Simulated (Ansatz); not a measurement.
`CBC1=CB1` + H–F → `CBF` + `B1C=C1` at 700 K and 1 bar (ligand exchange at a B–C bond).

Program: Ansatz. Geometries: PBE0-D4/def2-TZVP. ΔE: electronic, gas phase. CCSD(T)/CBS adds triple-zeta CCSD(T) − MP2 to the extrapolated MP2 energy (def2 sets, frozen cores). This one scheme is used for every species. One conformer a species, not always the lowest.

```
   species  CCSD(T)/CBS energy (Eh)  H − E (kJ/mol)  S (J/(mol·K))
`CBC1=CB1`               -167.30439           289.6          440.2
       H–F               -100.39570            45.2          198.5
     `CBF`               -165.10297           181.4          343.0
  `B1C=C1`               -102.63332           149.8          298.3
```

H − E and S are ideal-gas, rigid-rotor, harmonic terms from PBE0-D4/def2-TZVP, for one conformer and one mirror image of each species. 1 Eh = 2625.50 kJ/mol, R = 8.31446 J/(mol·K).

Question: By hand: ΔE, ΔH, ΔS and ΔG.

Answer: ΔE = (-165.10297) + (-102.63332) − (-167.30439) − (-100.39570) = -0.03620 Eh = -95.0 kJ/mol. Δ(H − E) = 181.4 + 149.8 − 289.6 − 45.2 = -3.6, so ΔH = -98.6 kJ/mol. ΔS = 343.0 + 298.3 − 440.2 − 198.5 = 2.6 J/(mol·K). ΔG = -98.6 − 700 × (2.6)/1000 = -100.4 kJ/mol.

Question: By hand: the equilibrium constant, and the temperature at which ΔG would vanish if ΔH and ΔS stayed fixed.

Answer: log₁₀ K = −ΔG/(RT ln 10) = 7.5. ΔH and −TΔS have one sign here, so there is no such temperature. One of them is within its doubt of zero, so this could turn.

The number of gas molecules stays the same, so ΔS is small and ΔH decides. A doubt of 5 kJ/mol in ΔE shifts log₁₀ K by 0.4 here. Other conformers and mirror images would add mixing entropy, several J/(mol·K) or more a flexible species. These are equilibria of isolated gas molecules and say nothing of rates. Largest T1 diagnostic: 0.012 (customary marks: 0.02 for closed shells, 0.045 for open ones).
